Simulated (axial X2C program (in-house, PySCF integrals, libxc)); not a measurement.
**Nuclear properties of TiB⁻**

Computed with an axial X2C code built on PySCF integrals: two-component X2C with atomic mean-field Coulomb and Gaunt terms, Gaussian nuclei, basis Ti dyall-acv3z, B dyall-av3z with contracted cores.

R = 2.107 Å (near the PBE0 minimum at charge -1 of the determinant lowest at the starting distance; the state shown can have its own minimum elsewhere).

Input and command:
```json
{"zs": [22, 5], "q": -1, "bas": ["dyall-acv3z", "dyall-av3z"], "r0": 2.21, "levels": ["PBE0", "HF", "TPSSh", "r2SCAN", "B3LYP"], "nst": 3}
```
```bash
python soeom.py task.json out
```

Keys: zs atomic numbers; q charge; bas basis sets; r0 starting distance in Å; levels methods; nst determinants followed.

Determinant lowest in the PBE0 search, Ω = 2 (⟨Sz⟩ = 0.00, ⟨Lz⟩ = 2.00 at PBE0), spin on the atoms Ti -0.38, B 0.38:

```
 level  Eeff magnitude (GV/cm)  Ws magnitude Ti (kHz)  A∥/gI Ti (MHz)  qzz Ti (a.u.)  A∥/gI B (MHz)  qzz B (a.u.)
  PBE0                   0.128                 0.0233             116          -0.33          -16.6         -0.03
    HF                   0.465                 0.0901             101          -0.14          -18.2          0.23
 TPSSh                    0.12                 0.0218             117          -0.44          -16.5         -0.07
r2SCAN                   0.125                 0.0228            73.8          -0.46            -17         -0.09
 B3LYP                  0.0529                0.00863             140          -0.37          -10.3         -0.05
```

Determinant 0.06 eV from it at PBE0 and this distance, Ω = 2 (⟨Sz⟩ = 1.00, ⟨Lz⟩ = 1.00 at PBE0), spin on the atoms Ti 0.88, B 0.12:

```
 level  Eeff magnitude (GV/cm)  Ws magnitude Ti (kHz)  A∥/gI Ti (MHz)  qzz Ti (a.u.)  A∥/gI B (MHz)  qzz B (a.u.)
  PBE0                   0.135                 0.0329             127          -1.89           26.8         -0.12
 TPSSh                    0.13                  0.031             115          -1.91           26.1         -0.11
r2SCAN                   0.108                 0.0268             165          -1.94           28.3         -0.12
 B3LYP                  0.0952                 0.0244             107          -1.93           26.8         -0.12
```

Eeff is the effective electric field on the electron electric dipole moment in this Ω state and Ws the scalar–pseudoscalar constant of the nucleus named (defined with the proton number Z and per Ω); A∥ (defined per Ω) follows by multiplying with gI = μI/(I μN); qzz is the electric field gradient, eQq0 = 234.96 MHz × Q/barn × qzz. The operators were transformed with the bare-nucleus X2C matrices; with these basis sets, hyperfine constants and field gradients can be off by tens of per cent, and where levels differ in sign neither size nor sign is settled.

Problem. With gI(47Ti) = -0.3154, gI(11B) = 1.7924 (g factors from the IAEA table of nuclear moments by Stone), turn the PBE0 values of the first state into constants in MHz.

Solution. A∥(47Ti) = 116 × -0.3154 = -36.6 MHz; A∥(11B) = -16.6 × 1.7924 = -29.8 MHz.

Each state is one determinant with collinear spin, which with several unpaired electrons need not be a pure state. Unrestricted Hartree–Fock can overshoot spin polarisation at the nuclei. For an anion, determinants above electron detachment, or with a positive highest level, are held by the basis set. With several open shells hyperfine constants can be off by a factor of several. Where Eeff spreads by more than a factor of two the levels disagree and none is to be relied on. In the state Ω = 2 the atomic spins oppose each other (-0.38, 0.38): a broken-symmetry determinant whose values are not spin-projected. Open-shell Ω = 0 determinants with evenly filled partner blocks cannot be reached by this program, so the Ω shown need not be the lowest component. Left out as unconverged or as another state under the same occupation: HF in at least one table. At B3LYP a later determinant lies lower. States lie within half an eV, so the first need not be the ground state. Further determinants of the search, some of them spin-mixed, are not shown. Where a field gradient or hyperfine factor spreads by more than a factor of two over the levels, a constant derived from it is not to be relied on. PBE0 term energies can be off by some tenths of an eV.
